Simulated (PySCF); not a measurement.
PySCF input file for B(H)(NH2)2 (BH5N2), SMILES NBN, C-PCM-ωB97X/def2-SVP. Geometry optimised at B3LYP-D3(BJ)/def2-TZVP. The values are those of a single conformer.

```python
import numpy as np
from pyscf import gto, scf, dft
from pyscf.solvent import pcm

mol = gto.M(
    atom='''
    B     0.00000000    0.00000000   -0.49896066
    H     0.00000000    0.00000000   -1.69435629
    N     0.00000000   -1.24004033    0.17625066
    H     0.00000000   -2.11430970   -0.31616490
    H     0.00000000   -1.34289653    1.17699010
    N     0.00000000    1.24004033    0.17625066
    H     0.00000000    1.34289653    1.17699010
    H     0.00000000    2.11430969   -0.31616490
    ''',
    basis='def2-SVP',
    charge=0,
    spin=0,
    max_memory=1600,
    verbose=3,
)
mf = dft.RKS(mol, xc='wb97x').density_fit(auxbasis='def2-universal-jkfit')
mf.grids.level = 3
mf.conv_tol = 1e-9
mf.max_cycle = 100
mf.kernel()
res = {}
for name, eps in {'water': 78.355, 'n-hexane': 1.8819, 'benzene': 2.2706}.items():
    s = mf.PCM()
    s.with_solvent.method, s.with_solvent.eps, s.with_solvent.lebedev_order = 'C-PCM', eps, 29
    s.kernel(mf.make_rdm1())
    res[name] = (s.e_tot, eps, s.dip_moment(), s.mo_energy, s.converged)
    print(f'{name}: electrostatic solvation free energy {(s.e_tot - mf.e_tot) * 627.509474:.3f} kcal/mol')
```

It prints:

```
converged SCF energy = -137.305558021681

WARN: PCM is an experimental feature. It is still in testing.
Features and APIs may be changed in the future.

converged SCF energy = -137.313300544897
Dipole moment(X, Y, Z, Debye): -0.00000, -0.00000,  1.87702
water: electrostatic solvation free energy -4.859 kcal/mol

WARN: PCM is an experimental feature. It is still in testing.
Features and APIs may be changed in the future.

converged SCF energy = -137.309043968966
Dipole moment(X, Y, Z, Debye): -0.00000, -0.00000,  1.65588
n-hexane: electrostatic solvation free energy -2.187 kcal/mol

WARN: PCM is an experimental feature. It is still in testing.
Features and APIs may be changed in the future.

converged SCF energy = -137.309757744662
Dipole moment(X, Y, Z, Debye): -0.00000, -0.00000,  1.69099
benzene: electrostatic solvation free energy -2.635 kcal/mol
```

The calculation finished and met its thresholds.

Cost: very roughly 30 core-seconds.
